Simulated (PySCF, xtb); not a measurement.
Au(Me)2(acac) (C7H13AuO2), SMILES CC1=CC(C)=[O]->[Au]([CH3])([CH3])[O]1, multiplicity 1. The values are those of a single conformer.

Harmonic wavenumbers (cm⁻¹) from GFN2-xTB run with xtb at its own minimum, in rising order: 7, 56, 64, 76, 78, 120, 135, 144, 162, 177, 189, 227, 234, 238, 393, 412, 525, 532, 541, 586, 613, 681, 806, 811, 814, 814, 842, 944, 963, 997, 1006, 1024, 1033, 1209, 1262, 1315, 1339, 1373, 1374, 1441, 1456, 1463, 1463, 1468, 1497, 1498, 1503, 1505, 1506, 1619, 3025, 3027, 3031, 3033, 3059, 3060, 3069, 3071, 3074, 3075, 3079, 3081, 3092.

Question: What does B3LYP-D3(BJ)/def2-SVP run with PySCF give at its own minimum? (The exact figures need the calculation; the answer reports its results.)

Answer: 48, 67, 76, 79, 93, 121, 145, 169, 180, 190, 201, 237, 253, 257, 428, 437, 564, 571, 577, 600, 681, 683, 804, 845, 861, 868, 883, 951, 964, 1030, 1037, 1042, 1046, 1222, 1233, 1262, 1291, 1375, 1379, 1429, 1436, 1437, 1441, 1444, 1444, 1445, 1452, 1510, 1567, 1653, 3041, 3041, 3041, 3043, 3116, 3116, 3154, 3154, 3154, 3159, 3160, 3162, 3211. Paired by order, the mean absolute difference is 32 cm⁻¹ and the zero-point energies are 114.8 and 116.6 kcal/mol.
